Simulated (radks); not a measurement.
The rhenium ion Re14+, 61 electrons, occupied as [Ar] 3d10 4s2 4p5 4d10 4f14 5s2 (not the ground configuration). Method: scalar-relativistic Kohn-Sham, r2SCAN, spin-polarised, spherical densities, finite nucleus; open shells are filled with parallel spins first (spin-orbit coupling, left out, can overturn this in heavy ions); meta-GGA in the generalised Kohn-Sham scheme; Fermi nuclear charge, rms radius 5.3698 fm; computed with a radial shooting solver on a logarithmic mesh with Libxc functionals. Some entries of the table are withheld. Estimate them.

orbital,occ.,eigenvalue (Ry),<1/r> (bohr^-1)
1s up,1,-5294.397,88.72
1s down,1,-5294.314,88.73
2s up,1,-937.6363,20.78
2s down,1,-937.6178,20.78
2p up,3,-820.9649,18.76
2p down,3,-820.9113,18.76
3s up,1,-233.7650,7.713
3s down,1,-233.7321,7.711
3p up,3,-199.1852,7.100
3p down,3,-199.1406,7.099
3d up,5,-159.9332,6.696
3d down,5,-159.8835,6.696
4s up,1,-65.37772,3.284
4s down,1,-65.20009,3.282
4p up,3,-53.92459,2.990
4p down,2,-53.75635,2.988
4d up,5,-39.45510,2.681
4d down,5,-39.30741,2.679
5s up,1,-24.49797,1.460
5s down,1,-24.46899,1.458
4f up,7,(1),2.284
4f down,7,(2),2.280

Answer. 
(1) 4f up eigenvalue (Ry): -23.25308
(2) 4f down eigenvalue (Ry): -23.13930
